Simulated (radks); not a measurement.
Radial electron density D(r) = 4 pi r^2 rho(r) of an atom or ion with 47 electrons. Calculated with a radial shooting solver on a logarithmic mesh with Libxc functionals: scalar-relativistic Kohn-Sham, exchange-only B88, spin-polarised, spherical densities, point nucleus.

r (bohr)  D(r) (e/bohr)   spin D(r)
0.003957          12.50   0.0000118
0.004569          15.47   0.0000142
0.005277          18.96   0.0000167
0.006094          23.02   0.0000191
0.007095          27.88   0.0000210
0.008194          32.96   0.0000216
0.009463          38.36   0.0000198
0.01093           43.86   0.0000142
0.01272           49.42  0.00000164
0.01469           54.04  -0.0000191
0.01697           57.60  -0.0000513
0.0196            59.72  -0.0000960
0.02263           60.16   -0.000150
0.02635           58.87   -0.000204
0.03043           56.44   -0.000212
0.03514           53.72  -0.0000980
0.04058           51.88    0.000299
0.04687           52.09     0.00128
0.05456           55.37     0.00350
0.06301           61.16     0.00762
0.07277           68.14      0.0149
0.08405           73.97      0.0271
0.09706           76.16      0.0459
0.113             73.01      0.0746
0.1305            65.68       0.110
0.1507            57.22       0.152
0.1741            51.62       0.192
0.201             51.37       0.219
0.234             55.95       0.221
0.2703            60.45       0.186
0.3121            60.07       0.120
0.3605            52.56      0.0446
0.4163            40.02    -0.00234
0.4846            26.83      0.0249
0.5597            18.98       0.148
0.6464            16.72       0.356
0.7465            17.73       0.596
0.8621            18.65       0.793
1.004             17.34       0.883
1.159             14.13       0.843
1.339             10.30       0.710
1.546             6.969       0.535
1.8               4.462       0.355
2.078             2.943       0.216
2.4               1.979       0.117
2.772             1.337      0.0529
3.201            0.8797      0.0169
3.727            0.5313   -0.000637
4.304            0.3019    -0.00572
4.971            0.1539    -0.00548
5.741           0.06883    -0.00357
6.63            0.02645    -0.00181
7.718          0.007960   -0.000692
8.914          0.002072   -0.000220
10.29         0.0004272  -0.0000544

What is the nuclear charge?

Answer. Z = 47. The innermost maximum, from 1s, lies near gamma/Z bohr with gamma = sqrt(1 - (Z/c)^2) = 0.939, here 0.02 bohr (found: 0.0219), and its height grows with Z. The density is that of neutral silver in [Kr] 4d9 5s2; the configuration itself is not fixed sharply by these data, and Z only to a few units. D(r) has 4 maxima, at r = 0.0219, 0.0963, 0.288, 0.862 bohr, and minima at 0.0433, 0.189, 0.646 bohr, inside which lie 2.01, 11.17, 29.01 electrons.
